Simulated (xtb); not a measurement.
AgCl, charge +1, doublet, geometry from GFN2-xTB (such geometries of metal compounds can be far from the true shape) (the multiplicity is a formal guess). Base run: GFN2-xTB run with xtb.

The xtb input:
```
$ xtb mol.xyz --gfn 2 --chrg 1 --uhf 1 --json

# file mol.xyz
2

Ag    -0.00000000    -0.00000000    -0.60768631
Cl     0.00000000     0.00000000     1.68007392
```

Variants of this job, named by their change:

```
change           ΔE vs base (kcal/mol)  G_solv (kcal/mol)  SCF cycles
---------------  ---------------------  -----------------  ----------
base                             0.000                  -          20
gbsa = methanol                 -57.13             -57.37          17
alpb = benzene                  -49.32             -49.49          19
etemp = 3000                    -10.70                  -          13
gbsa = chcl3                    -53.78             -54.12          16
alpb = acetone                  -50.97             -51.13          18
acc = 30                         0.000                  -          18
alpb = thf                      -49.84             -50.09          18
acc = 1000                       0.014                  -          14
alpb = chcl3                    -54.85             -55.24          16
```

ALPB and GBSA are two models with their own fitted parameters for each solvent, which aren't always the measured dielectric constant.
